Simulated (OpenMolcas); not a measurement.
Pt6+ among 8 point charges of -1.2 e arranged as a cube (Oh).

```
Program             : OpenMolcas 26.06
Method              : SS-CASPT2, IPEA 0.25 Eh, imaginary shift 0.1 Eh (closed shells correlated: 5s 5p)
Basis               : ANO-RCC-VTZP [8s7p5d3f1g]
Scalar Hamiltonian  : DKH2, point nucleus
Active space        : 4 electrons in 5 orbitals (5d)
State averaging     : 2S+1 = 5 even, 5 roots; 2S+1 = 3 even, 45 roots; 2S+1 = 1 even, 50 roots
Spin-orbit coupling : state interaction with AMFI integrals over the reference wave functions
```

All point charges move together. At R = 2.01 Å the first state of the same spin is 3530 cm-1, and at R = 2.32 Å it is 1830 cm-1.

A third run gives 2640 cm-1. What distance was it run at?

With a power law R^-n the two known points give n = -ln(1830 / 3530) / ln(2.32 / 2.01) = 4.58. Then R = 2.01 × (3530 / 2640)^(1/4.58) = 2.142 Å. The run was at 2.14 Å, so the estimate is off by +0.002 Å.

Roots that are degenerate in the reference are averaged as groups; the widest CASPT2 spread within a group is 370 cm-1 (the 3-fold group of multiplicity 3 near 48300 cm-1 above the lowest state of its run, R = 2.14). Shifts and gaps below about the spread of the groups concerned are not significant. Point charges give a weaker field than real ligands, and real ions of this kind are as a rule low spin; the high spin found here belongs to the model. The ground term spreads over less than 5000 cm-1, several times less than with real ligands, so orbital moments are less quenched and χT lies further from the spin-only value than at real sites. Free-ion shares, where given, are those of the reference states; single-state CASPT2 does not remix them. Spin-orbit coupling mixes the spin-free states strongly: the lowest level takes only 39 % from its leading state, 5T2 (figures for R = 2.01; the like holds for R = 2.14, R = 2.32). Point charges carry no covalency, so the field is a model and not that of real ligands. No measured value stands beside these numbers.
